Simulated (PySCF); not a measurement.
# Electron correlation in Ar³⁺ (argon, charge +3)

[Ne] 3s2 3p3, high-spin 4S determinant. Calculation: PySCF 2.14, in ANO-RCC-VTZP (5s4p2d1f, 34 functions); scalar relativity by spin-free X2C-1e. Frozen: 1s2; 13 electrons correlated.

```
  level  correlation energy (mhartree)
   CCSD                        -153.72
    (T)                          -3.63
CCSD(T)                        -157.35
```

Diagnostics: T1 = 0.0016, D1 = 0.0069, largest double amplitude 0.059.

**Question.** Is a single reference adequate?

**Answer.** Yes: T1 lies below 0.03 and no double amplitude reaches 0.07.
